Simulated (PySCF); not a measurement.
An element was calculated at UHF (PySCF 2.14, spin-free X2C, a double-zeta basis, no spin-orbit coupling), in the ground configurations that NIST lists.

* first ionisation energy: 4.863 eV
* second ionisation energy: 10.802 eV
* third ionisation energy: 18.590 eV

Problem. Which element is it?

Solution. Dysprosium (Dy, Z = 66), in cc-pVDZ-X2C. NIST lists 5.939, 11.647 ± 0.02, 22.89 ± 0.03 eV for these ionisation energies.
